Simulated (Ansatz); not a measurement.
Consider the formal exchange of groups at the Si–Cl bond: `[AlH2][SiH]([SiH3])Cl` + SiH₄ → `[AlH2][SiH]([SiH3])[SiH3]` + HCl.

Calculated with Ansatz (gas phase, PBE0-D4/def2-TZVP geometries, no zero-point term in ΔE). CCSD(T)/CBS is the MP2 limit (def2-TZVPP, def2-QZVPP) plus CCSD(T) − MP2 in def2-TZVPP, frozen cores. This one scheme is used for every species. DFT in def2-TZVPP.

```json
{"level": "PBE-D4", "ΔE (kJ/mol)": "54.4"}
{"level": "ωB97M-V", "ΔE (kJ/mol)": "73.7"}
{"level": "r2SCAN", "ΔE (kJ/mol)": "65.1"}
{"level": "SCS-MP2/def2-QZVPP", "ΔE (kJ/mol)": "77.5"}
```

What does CCSD(T)/CBS give? (An estimate is asked.)

Computed: +67.6 kJ/mol. The listed levels differ from it by -13.2, 6.1, -2.5, 9.9 kJ/mol.

Largest T1 diagnostic among the species: 0.014.

The D4 term adds −5.1 kJ/mol with B3LYP and −3.2 kJ/mol with PBE0; it sums over pairs of atoms, weighted by their polarisabilities, and B3LYP, whose exchange is more repulsive, gets the larger term. From PBE to PBE0 (25 % exact exchange), in def2-TZVPP and without D4, ΔE moves by +3.2 kJ/mol. In def2-TZVPP, CCSD(T) changes the Hartree–Fock value by −29.6 kJ/mol (the triples alone add −3.6 kJ/mol) and MP2 by −23.4 kJ/mol.

B3LYP here is the variant with VWN-RPA as its local correlation; programs differ in this.
